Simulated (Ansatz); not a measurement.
`[SiH3][GaH2]` + `CCSS` → `CCSS[SiH3]` + `[GaH3]`  (cleavage of the Si–Ga bond)

Computed with Ansatz on PBE0-D4/def2-TZVP structures; ΔE is electronic, products minus reactants. CCSD(T)/CBS adds triple-zeta CCSD(T) − MP2 to the extrapolated MP2 energy (def2 sets, frozen cores). DFT in def2-TZVPP. HSE06 is defined as in plane-wave codes. For Ga outer-core shells are correlated without core-valence functions, which leaves a few kJ/mol of doubt a bond. Scalar relativity is left out up to krypton. Each species was taken in one conformer, which may not be the lowest.

```tsv
level	ΔE (kJ/mol)	difference from CCSD(T)/CBS
LDA (SPW92)	-31.5	7.7
PBE-D4	-31.6	7.6
BLYP-D4	-36.7	2.5
HSE06-D4	-34.4	4.8
ωB97X-V	-38.9	0.3
B2PLYP	-37.5	1.7
PBE-QIDH	-39.8	-0.6
BLYP	-26.2	13.0
CCSD/def2-SVP	-34.9	4.3
MP2/def2-TZVPP	-48.2	-9.0
CCSD(T)/CBS	-39.2	0
```

Largest T1 diagnostic among the species: 0.013.

From BLYP to BHLYP (50 % exact exchange), in def2-TZVPP and without D4, ΔE moves by −9.0 kJ/mol. The D4 term adds −8.1 kJ/mol with B3LYP and −4.5 kJ/mol with PBE0; it sums over pairs of atoms, weighted by their polarisabilities, and B3LYP, whose exchange is more repulsive, gets the larger term.

B3LYP here is the variant with VWN-RPA as its local correlation; programs differ in this.
